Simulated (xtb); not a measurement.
AlI2 (SMILES [I][Al][I]), doublet, geometry from GFN2-xTB (such geometries of metal compounds can be far from the true shape) (the spin is typed, not shown lowest); GFN2-xTB with ALPB(chcl3) run with xtb.

The xtb input:
```
$ xtb mol.xyz --gfn 2 --uhf 1 --alpb chcl3 --json

# file mol.xyz
3

Al     0.00000000     0.00000000     0.00000000
I      0.00000000     0.00000000     2.59006668
I     -0.00000000    -0.00000000    -2.59006668
```

It wrote (shortened):

```
   ID    Z sym.   atoms
    1   13 Al     1
    2   53 I      2, 3

           -------------------------------------------------
          |                Calculation Setup                |
           -------------------------------------------------

           -------------------------------------------------
          |                 G F N 2 - x T B                 |
           -------------------------------------------------

      * Solvation model:               ALPB
        Solvent                        chcl3
        Parameter file                 internal GFN2-xTB/ALPB
        Dielectric constant                4.8100E+00
        Reference state                gsolv [1 M gas/solution]
        Free energy shift                  3.8910E-03 Eh       2.4417E+00 kcal/mol
        Temperature                        2.9815E+02 K
        Density                            1.4900E+00 kg/L
        Solvent mass                       1.1938E+02 g/mol
        Interaction kernel             P16
        Born radius scaling (c1)           1.3274E+00
        Born radii integrator          GBOBC
        Born offset                        0.0000E+00 a0       0.0000E+00 AA
        H-bond correction              false
        Ion screening                  false
        Surface tension                    1.0000E-05 Eh       1.5569E+01 dyn/cm
        Grid points                               230 per atom

          ...................................................
          :                      SETUP                      :
          :.................................................:
          :  # basis functions                  30          :
          :  # atomic orbitals                  27          :
          :  # shells                            9          :
          :  # electrons                        17          :
          :  max. iterations                   250          :
          :  Hamiltonian                  GFN2-xTB          :
          :  restarted?                      false          :
          :  GBSA solvation                   true          :
          :  PC potential                    false          :
          :  electronic temp.          300.0000000     K    :
          :  accuracy                    1.0000000          :
          :  -> integral cutoff          0.2500000E+02      :
          :  -> integral neglect         0.1000000E-07      :
          :  -> SCF convergence          0.1000000E-05 Eh   :
          :  -> wf. convergence          0.1000000E-03 e    :
          :  Broyden damping             0.4000000          :
          :  net charge                          0          :
          :  unpaired electrons                  1          :
          ...................................................

 iter      E             dE          RMSdq      gap      omega  full diag
   1     -8.7755305 -0.877553E+01  0.232E+01    1.93       0.0  T
   2     -8.7894041 -0.138736E-01  0.227E+01    2.02       1.0  T
   3     -8.7904673 -0.106316E-02  0.101E+01    2.27       1.0  T
   4     -8.7902611  0.206193E-03  0.599E+00    2.39       1.0  T
   5     -8.7909699 -0.708860E-03  0.269E+00    2.42       1.0  T
   6     -8.7902621  0.707816E-03  0.327E+00    2.43       1.0  T
   7     -8.7922020 -0.193982E-02  0.624E-01    2.41       1.0  T
   8     -8.7921982  0.378087E-05  0.481E-01    2.41       1.0  T
   9     -8.7922404 -0.421904E-04  0.139E-01    2.41       1.0  T
  10     -8.7922428 -0.241441E-05  0.961E-02    2.41       1.0  T
  11     -8.7922446 -0.183135E-05  0.166E-02    2.41       3.5  T
  12     -8.7922447 -0.671172E-07  0.522E-04    2.41     110.7  T
  13     -8.7922447 -0.797762E-11  0.694E-05    2.41     831.7  T

   *** convergence criteria satisfied after 13 iterations ***

         :::::::::::::::::::::::::::::::::::::::::::::::::::::
         ::                     SUMMARY                     ::
         :::::::::::::::::::::::::::::::::::::::::::::::::::::
         :: total energy              -8.775552763645 Eh    ::
         :: total w/o Gsasa/hb        -8.761997268668 Eh    ::
         :: gradient norm              0.003141421963 Eh/a0 ::
         :: HOMO-LUMO gap              2.414153604336 eV    ::
         ::.................................................::
         :: SCC energy                -8.792244953508 Eh    ::
         :: -> isotropic ES            0.016901053145 Eh    ::
         :: -> anisotropic ES          0.003784355077 Eh    ::
         :: -> anisotropic XC         -0.011682033950 Eh    ::
         :: -> dispersion             -0.002480819335 Eh    ::
         :: -> Gsolv                  -0.016219876253 Eh    ::
         ::    -> Gelec               -0.002664381275 Eh    ::
         ::    -> Gsasa               -0.017446514221 Eh    ::
         ::    -> Ghb                  0.000000000000 Eh    ::
         ::    -> Gshift               0.003891019244 Eh    ::
         :: repulsion energy           0.016692189863 Eh    ::
         :: add. restraining           0.000000000000 Eh    ::
         :: total charge               0.000000000000 e     ::
         :::::::::::::::::::::::::::::::::::::::::::::::::::::

           -------------------------------------------------
          |                Property Printout                |
           -------------------------------------------------

    * Orbital Energies and Occupations

         #    Occupation            Energy/Eh            Energy/eV
      -------------------------------------------------------------
         1        2.0000           -0.7442459             -20.2520
         2        2.0000           -0.7411119             -20.1667
         3        2.0000           -0.4862650             -13.2319
         4        2.0000           -0.4431523             -12.0588
         5        2.0000           -0.4407203             -11.9926
         6        2.0000           -0.4407203             -11.9926
         7        2.0000           -0.4267189             -11.6116
         8        2.0000           -0.4267189             -11.6116
         9        1.0000           -0.3288562              -8.9486 (HOMO)
        10                         -0.2401376              -6.5345 (LUMO)
        11                         -0.2401376              -6.5345
        12                         -0.1714363              -4.6650
        13                         -0.1714363              -4.6650
        14                         -0.0970397              -2.6406
        15                         -0.0970397              -2.6406
        16                         -0.0686248              -1.8674
        17                          0.0157080               0.4274
        18                          0.0157080               0.4274
        19                          0.0473772               1.2892
        20                          0.0473772               1.2892
       ...                                ...                  ...
        27                          1.9379473              52.7342
      -------------------------------------------------------------
                  HL-Gap            0.0887185 Eh            2.4142 eV
             Fermi-level           -0.3311422 Eh           -9.0108 eV

     #   Z          covCN         q      C6AA      α(0)
     1  13 Al       1.645     0.382   189.628    33.739
     2  53 I        0.823    -0.191   385.900    33.912
     3  53 I        0.823    -0.191   385.900    33.912

 Mol. C6AA /au·bohr⁶  :       2758.228053
 Mol. C8AA /au·bohr⁸  :     256122.647044
 Mol. α(0) /au        :        101.563842

Wiberg/Mayer (AO) data.
largest (>0.10) Wiberg bond orders for each atom

 ---------------------------------------------------------------------------
     #   Z sym  total        # sym  WBO       # sym  WBO       # sym  WBO
 ---------------------------------------------------------------------------
     1  13 Al   2.654 --     3 I    1.327     2 I    1.327
     2  53 I    1.402 --     1 Al   1.327
     3  53 I    1.402 --     1 Al   1.327
 ---------------------------------------------------------------------------

Topologies differ in total number of bonds
Writing topology from bond orders to xtbtopo.mol

molecular dipole:
                 x           y           z       tot (Debye)
 q only:        0.000       0.000      -0.000
   full:       -0.000      -0.000      -0.000       0.000
molecular quadrupole (traceless):
                xx          xy          yy          xz          yz          zz
 q only:        4.576       0.000       4.576       0.000       0.000      -9.152
  q+dip:       10.471       0.000      10.471       0.000      -0.000     -20.943
   full:       12.959       0.000      12.959       0.000      -0.000     -25.918

           -------------------------------------------------
          | TOTAL ENERGY               -8.775552763645 Eh   |
          | GRADIENT NORM               0.003141421963 Eh/α |
          | HOMO-LUMO GAP               2.414153604336 eV   |
           -------------------------------------------------

normal termination of xtb
```
